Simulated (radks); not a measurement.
The numbers below are computed, except where a source is named.
Initial-state core-level shifts of the lutetium ion Lu2+ when its valence configuration changes from [Xe] 4f14 6s1. Level of theory: scalar-relativistic Kohn-Sham, PBE, spin-polarised, spherical densities, point nucleus; open shells are filled with parallel spins first (spin-orbit coupling, left out, can overturn this in heavy ions) (a radial shooting solver on a logarithmic mesh with Libxc functionals). Shifts are changes of the shell-averaged eigenvalues in eV (positive: less bound).

[
 {"valence": "4f14 6p1", "3s": "-1.428", "3p": "-1.428", "4p": "-1.439", "5p": "-1.407"},
 {"valence": "4f13 6s1 6p1", "3s": "-13.875", "3p": "-13.860", "4p": "-13.237", "5p": "-7.576"},
 {"valence": "4f13 5d1 6s1", "3s": "-9.509", "3p": "-9.493", "4p": "-8.855", "5p": "-3.533"},
 {"valence": "4f13.5 5d0.5 6s1", "3s": "-4.634", "3p": "-4.626", "4p": "-4.343", "5p": "-1.787"},
 {"valence": "4f13 6s2", "3s": "-12.587", "3p": "-12.571", "4p": "-11.941", "5p": "-6.349"},
 {"valence": "4f13.5 5d0.5 6p1", "3s": "-6.046", "3p": "-6.038", "4p": "-5.763", "5p": "-3.168"},
 {"valence": "4f14 5d1", "3s": "+2.532", "3p": "+2.532", "4p": "+2.556", "5p": "+2.440"},
 {"valence": "4f13.5 5d1 6p0.5", "3s": "-3.973", "3p": "-3.966", "4p": "-3.677", "5p": "-1.198"},
 {"valence": "4f13.5 6s1 6p0.5", "3s": "-6.744", "3p": "-6.737", "4p": "-6.467", "5p": "-3.780"}
]
